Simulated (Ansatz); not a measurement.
Ge$_{3}$H$_{6}$, SMILES `[GeH2]1[GeH2][GeH2]1`. Total charge 0; spin multiplicity 1.

```json
{"atom": "Ge1", "x (Å)": "1.1024", "y (Å)": "-0.1749", "z (Å)": "-0.8529"}
{"atom": "Ge2", "x (Å)": "0.1734", "y (Å)": "-0.0572", "z (Å)": "1.3928"}
{"atom": "Ge3", "x (Å)": "-1.2759", "y (Å)": "0.2321", "z (Å)": "-0.5399"}
{"atom": "H4", "x (Å)": "1.5479", "y (Å)": "-1.5388", "z (Å)": "-1.3914"}
{"atom": "H5", "x (Å)": "1.9856", "y (Å)": "0.9781", "z (Å)": "-1.3421"}
{"atom": "H6", "x (Å)": "0.0595", "y (Å)": "-1.3498", "z (Å)": "2.2082"}
{"atom": "H7", "x (Å)": "0.4967", "y (Å)": "1.1672", "z (Å)": "2.2561"}
{"atom": "H8", "x (Å)": "-2.2630", "y (Å)": "-0.8868", "z (Å)": "-0.8899"}
{"atom": "H9", "x (Å)": "-1.8266", "y (Å)": "1.6302", "z (Å)": "-0.8408"}
```

Question: List the harmonic frequencies (cm⁻¹, unscaled) at PBE0-D4/def2-TZVP in Ansatz. (Best estimate.)

Answer: The calculation gave: 227, 227, 245, 246, 285, 312, 330, 544, 544, 589, 589, 633, 812, 826, 826, 2143, 2146, 2146, 2165, 2165, 2179.

Question: Is this a minimum?

Answer: Yes, all 21 modes are real.

Question: Give the ideal-gas thermochemistry at 298.15 K and 1 bar (rigid rotor, harmonic oscillator; point group D3h, symmetry number 6).

Answer: Zero-point energy 120.7 kJ/mol; H(298) − E = 142.0 kJ/mol; entropy 341.5 J/(mol·K), of which translation 176.3, rotation 104.7, vibration 60.5; G(298) − E = 40.2 kJ/mol.

Question: Rotational constants (cm⁻¹)?

Answer: 0.07021, 0.0702, 0.03661.
